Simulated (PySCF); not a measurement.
Partial charges of `CO/C(=C/[SiH3])CC(N)=O`

C₅H₁₁NO₂Si.
Z-matrix (Å and degrees, GFN2-xTB geometry), rows numbered from 1:
```
C 
O   1  1.4062
C   2  1.3775  1  118.55
C   3  1.3304  2  126.33  1     1.11
Si  4  1.8755  3  124.68  2   177.96
C   3  1.5022  2  109.48  1   179.08
C   6  1.5279  3  109.44  2   -86.09
N   7  1.3507  6  112.94  3    63.50
O   7  1.2081  6  123.62  3  -116.92
H   1  1.0891  2  105.94  3   178.37
H   1  1.0941  2  111.30  3    59.56
H   1  1.0949  2  111.39  3   -62.62
H   4  1.0805  3  118.57  2    -0.60
H   5  1.4591  4  111.50  3   -59.33
H   5  1.4686  4  109.84  3    63.46
H   5  1.4665  4  106.32  3  -179.01
H   6  1.0869  3  110.80  2   154.21
H   6  1.0913  3  109.20  2    32.74
H   8  1.0063  7  119.25  6  -175.52
H   8  1.0062  7  120.24  6    -7.85
```

Density: PBE0/pcSseg-1 (PySCF); schemes: Mulliken, IAO, Hirshfeld and ESP-fitted. One conformer (not necessarily the lowest) at the GFN2-xTB geometry, without solvent, vibrations or thermal averaging.

Q: Which atoms carry the lowest charge in the Mulliken, IAO, Hirshfeld and ESP-fitted schemes?

A: The schemes don't all agree: Mulliken O2 (-0.507); IAO C4 (-0.541); Hirshfeld O9 (-0.294); ESP-fitted N8 (-0.954).

Q: At which atom do the 4 schemes differ most?

A: At N8: from -0.954 (ESP-fitted) to -0.177 e (Hirshfeld), 0.777 e apart.

Q: Do the Mulliken, IAO, Hirshfeld and ESP-fitted schemes agree on where the charge is highest?

A: The schemes don't all agree: Mulliken Si5 (+0.518); IAO Si5 (+0.602); Hirshfeld Si5 (+0.302); ESP-fitted C7 (+0.825).

Q: What partial charge does each atom carry?

A: In e:

```csv
atom,environment,Mulliken,IAO,Hirshfeld,ESP-fitted
C1,methoxy carbon,-0.038,-0.209,-0.032,-0.140
O2,ether oxygen,-0.507,-0.342,-0.095,-0.304
C3,vinylic carbon bearing oxygen,+0.091,+0.224,+0.082,+0.394
C4,alkene CH carbon,-0.432,-0.541,-0.194,-0.515
Si5,SiH3 silicon,+0.518,+0.602,+0.302,+0.340
C6,sp3 carbon next to a carbonyl,-0.199,-0.331,-0.083,-0.537
C7,amide carbonyl carbon,+0.389,+0.452,+0.176,+0.825
N8,amide nitrogen,-0.393,-0.514,-0.177,-0.954
O9,amide oxygen,-0.415,-0.494,-0.294,-0.574
H10,methyl hydrogen,+0.131,+0.164,+0.056,+0.125
H11,methyl hydrogen,+0.120,+0.141,+0.048,+0.101
H12,methyl hydrogen,+0.115,+0.138,+0.046,+0.094
H13,vinylic hydrogen,+0.121,+0.152,+0.034,+0.189
H14,Si–H hydrogen,-0.041,-0.104,-0.072,-0.056
H15,Si–H hydrogen,-0.087,-0.124,-0.079,-0.086
H16,Si–H hydrogen,-0.102,-0.118,-0.080,-0.082
H17,methylene hydrogen,+0.167,+0.170,+0.055,+0.185
H18,methylene hydrogen,+0.159,+0.170,+0.051,+0.174
H19,amide N–H hydrogen,+0.194,+0.284,+0.141,+0.415
H20,amide N–H hydrogen,+0.210,+0.280,+0.117,+0.408
```

Mean size of the charges over all atoms: ESP-fitted 0.325 e, IAO 0.278 e, Mulliken 0.221 e, Hirshfeld 0.111 e. Each set sums to the total charge, 0, to within 0.001 e. The IAO scheme counts the electrons in orthogonalised intrinsic atomic orbitals, a minimal basis polarised so that it spans the occupied orbitals exactly. The ESP scheme is a least-squares fit of atom-centred charges to the potential on four shells outside the van der Waals surface, with the total charge fixed.

Q: How many electrons does the ESP-fitted scheme count on O2?

A: Z − q = 8 − (-0.304) = 8.304.

Q: How closely do the schemes follow one another over all atoms?

A: Correlation coefficient and root-mean-square difference: Mulliken with IAO 0.97, 0.089 e; IAO with Hirshfeld 0.96, 0.192 e; Mulliken with Hirshfeld 0.94, 0.151 e; IAO with ESP-fitted 0.93, 0.163 e; Mulliken with ESP-fitted 0.88, 0.215 e; Hirshfeld with ESP-fitted 0.87, 0.299 e.
